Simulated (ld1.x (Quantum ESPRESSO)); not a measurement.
**Ba (Z = 56): variants of one TM potential**

Base potential:

- Element: barium (Ba)
- Generator: ld1.x (Quantum ESPRESSO) 7.5
- Type: norm-conserving Troullier–Martins (Kleinman–Bylander form)
- Functional: PBE
- Relativity: fully relativistic
- Frozen core: [Xe]
- Valence charge: 2
- Reference configuration: 5d0 6s0.5 6p0 (charge +1.5)
- Partial waves: 6s (bound): rc 3.25 bohr; 6p (bound, empty): rc 4.15 bohr; 5d (bound, empty): rc 3.65 bohr
- Local potential: all-electron potential smoothed inside 3.35 bohr (lloc = -1)
- Core correction: a·sin(br)/r model core, default radius (core density twice the valence density)

Open shells are filled in proportion to 2j + 1 (rel_dist='average').

All-electron outer shells of the reference configuration (PBE, scalar-relativistic, ld1.x):

```tsv
shell	level (eV)	outermost node (bohr)	outermost maximum (bohr)
5p	-27.53	0.86	1.67
6s	-9.96	1.94	3.71
5d	-9.91	1.00	2.34
6p	-7.06	2.29	4.59
```

Cutoffs, loose and tight: the cutoffs (Ry, on a coarse ladder) from which the occupation-weighted sum of valence levels, in a spherical-Bessel basis at the reference potential, stays within 10 and 1 mRy of its value at 400 Ry. They do not see the model core or the augmentation charge, which bear on the density cutoff. Test errors are all-electron minus pseudo excitation energies from the reference, over the configurations 5d0 6s2 6p0; 5d0 6s1 6p0; 5d0 6s1.5 6p0; 5d0 6s0 6p1; 5d0.5 6s1.5 6p0; 5d1 6s1 6p0; 5d1 6s0 6p0. A dash means not determined; rows that change the core or the reference have their own tests.

A true bound ghost makes a file unfit for plane-wave use even where its test errors are small: the radial tests pick states by their node count and pass the ghost by.

| change | outcome | cutoff, loose | cutoff, tight | bound ghosts | largest test error (meV) |
| --- | --- | --- | --- | --- | --- |
| base | generated | 6 Ry | 8 Ry | s, p3/2, p1/2 | -133 |
| wave 5d (bound): rc 3.65 bohr becomes 5d (bound): rc 2.32 bohr | generated | 6 Ry | 8 Ry | s, p3/2, p1/2 | -134 |
| wave 5d (bound): rc 3.65 bohr becomes 5d (bound): rc 2.74 bohr | generated | 6 Ry | 8 Ry | s, p3/2, p1/2 | -134 |
| wave 5d (bound): rc 3.65 bohr becomes 5d (bound): rc 3.16 bohr | generated | 6 Ry | 8 Ry | s, p3/2, p1/2 | -134 |
| wave 5d (bound): rc 3.65 bohr becomes 5d (bound): rc 3.40 bohr | generated | 6 Ry | 8 Ry | s, p3/2, p1/2 | -134 |
| wave 5d (bound): rc 3.65 bohr becomes 5d (bound): rc 3.82 bohr | generated | 6 Ry | 8 Ry | s, p3/2, p1/2 | -131 |
| wave 5d (bound): rc 3.65 bohr becomes 5d (bound): rc 4.12 bohr | generated | 6 Ry | 8 Ry | s, p3/2, p1/2 | -126 |
| wave 5d (bound): rc 3.65 bohr becomes 5d (bound): rc 4.38 bohr | generated | 6 Ry | 8 Ry | s, p3/2, p1/2 | -120 |
| wave 5d (bound): rc 3.65 bohr becomes 5d (bound): rc 5.18 bohr | generated | 6 Ry | 8 Ry | s, p3/2 | -84 |
| wave 5d (bound): rc 3.65 bohr becomes 5d (bound): rc 5.58 bohr | generated | 6 Ry | 8 Ry | s | +79 |

Problem. What comes out with this change to the base: wave 5d (bound): rc 3.65 bohr becomes 5d (bound): rc 4.82 bohr?

Solution. outcome: generated; cutoff, loose: 6 Ry; cutoff, tight: 8 Ry; bound ghosts: s, p3/2, p1/2; largest test error (meV): -103.

Reading the sweep of the d radius (base included, trends over the rows without a ghost): Bound ghosts are found at 2.32, 2.74, 3.16, 3.4, 3.65, 3.82, 4.12, 4.38, 4.82, 5.18, 5.58 bohr. Every judged row has one, so this setting neither creates nor removes them.
